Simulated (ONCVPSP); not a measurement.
## What one change does to a pseudopotential (Sn (Z = 50), ONCV)

```json
{
 "Element": "Sn (Z = 50)",
 "Generator": "ONCVPSP 4.0.1",
 "Type": "optimised norm-conserving Vanderbilt (ONCV)",
 "Functional": "PBE",
 "Relativity": "scalar-relativistic",
 "Frozen core": "[Kr]",
 "Valence charge": "14",
 "Reference configuration": "4d10 5s1.75 5p2.25",
 "Partial waves": "5s: rc 1.70 bohr, ncon 4, nbas 8, qcut 3.2 1/bohr, 1 projector; 5p: rc 2.20 bohr, ncon 3, nbas 8, qcut 4.4 1/bohr, 1 projector; 4d: rc 1.15 bohr, ncon 4, nbas 8, qcut 9.3 1/bohr, 2 projectors, debl 3.6 Ha",
 "Local potential": "polynomial inside 0.75 bohr (lpopt 5, dvloc0 1 Ha)",
 "Core correction": "none"
}
```

Change: core correction Teter function fitted to the true core (icmod 2), fcfact 0.15.

Cutoffs: the cutoffs (Ha) at which the residual kinetic energy of the hardest occupied pseudo-wave falls to 1 and 0.1 mHa per electron; they do not see the model core or the augmentation charge, which bear on the density cutoff. Errors are all-electron minus pseudo energies relative to the spin-unpolarised reference configuration.

Problem. What does the change do?

Solution. The potential gets neither clearly harder nor softer (41 Ha and 99 Ha → 41 Ha and 99 Ha); both files keep a bound ghost (p, s); of the 4 tests that both files solve, the error grows in 2 and shrinks in 1 by more than 15 % and 0.3 meV (median size 1.7 → 1.3 meV). A model core, the more so a compact one, raises the density cutoff, which this test does not measure.

| quantity | base | changed |
| --- | --- | --- |
| cutoff, loose | 41 Ha | 41 Ha |
| cutoff, tight | 99 Ha | 99 Ha |
| bound ghosts | s, p | s, p |
| GHOST(+) flags under 300 eV | none | none |
| error for 4d10 5s2 5p2, meV [ΔE -1.72 eV] | +0.1 | 0.0 |
| error for 4d10 5s2 5p1, meV [ΔE 5.15 eV] | -1.6 | -2.1 |
| error for 4d10 5s2 5p0, meV [ΔE 19.11 eV] | -8.5 | -14 |
| error for 4d10 5s1 5p2, meV [ΔE 12.80 eV] | +1.8 | -0.5 |
| s: phases at 1.73 bohr within 0.05 rad from the reference energy up to (Ha; the scan ends near 5) | to the end of the scan | to the end of the scan |
| p: phases at 2.23 bohr within 0.05 rad from the reference energy up to (Ha; the scan ends near 5) | 1.1 | 1.1 |
| d: phases at 1.16 bohr within 0.05 rad from the reference energy up to (Ha; the scan ends near 5) | to the end of the scan | to the end of the scan |

 A true bound ghost makes a file unfit for plane-wave use even where its test errors are small: the radial tests pick states by their node count and pass the ghost by.
